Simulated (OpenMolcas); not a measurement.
# neutral caesium: effect of the level shift or regulariser

| Item | Value |
| --- | --- |
| Program | OpenMolcas |
| Basis | ANO-RCC-VTZP [8s7p4d2f1g] |
| Scalar Hamiltonian | DKH2, point nucleus |
| Active space | 1 electron in 4 orbitals (6s 6p) |
| State averaging | 2S+1 = 2 even, 1 root; 2S+1 = 2 odd, 3 roots |
| Spin-orbit coupling | RASSI with atomic mean-field integrals over the reference wave functions, term energies averaged over their components |

Methods on the same reference wave functions:
A. CASSCF
B. SS-CASPT2, IPEA 0.25 Eh, imaginary shift 0.1 Eh (closed shells correlated: 5s 5p)
C. SS-CASPT2, IPEA 0.25 Eh, real shift 0.2 Eh (closed shells correlated: 5s 5p)

Energies in cm-1 above 6s 2S 1/2, the measured ground level; measured values from NIST Handbook of Basic Atomic Spectroscopic Data.

```tsv
Level	A	B	C	Measured
6s 2S 1/2	0.0	0.0	0.0	0.0
6p 2P* 1/2	9292	10771	10751	11178
6p 2P* 3/2	9599	11078	11057	11732
```

Deviations, from unrounded energies. A percentage is the sum of absolute deviations over the sum of measured energies, with the sign that they share, or ± where signs differ.

| Against measurement | Levels | A | B | C |
| --- | --- | --- | --- | --- |
| mean absolute deviation (cm-1) | 2 | 2000 | 530 | 550 |
| other configurations (%) | 2 | -17.5 | -4.6 | -4.8 |

B, C lie about equally close to measurement and A furthest from it. The largest miss of B in the table is 6p 2P* 3/2, by -650 cm-1. The ranking rests on the paired levels alone, and a cruder setting can come out closer through cancelling errors.

Between B and C the level of the table that moves most is 6p 2P* 1/2, by 21 cm-1 (lowest in C, highest in B).

The lowest spin-free term lies below A's lowest term by 0.155 hartree in B, 0.154 hartree in C.

ANO sets are built for ground and valence states and can reach diffuse excited orbitals poorly. With one active electron the reference holds no correlation, so core polarisation is missing (holds for A). With one active electron, CASPT2 adds the correlation within the correlated inactive shells and between them and that electron, and leaves the splitting within a term as the reference gives it (holds for B; C). Measured partners are found by configuration, term and J. A level has none where our copy of the source lacks it or the pairing is in doubt (some pairs that miss far off the trend of their configuration count as doubtful), and it then counts in no deviation. Only configurations of the active space appear.

* marks odd parity.
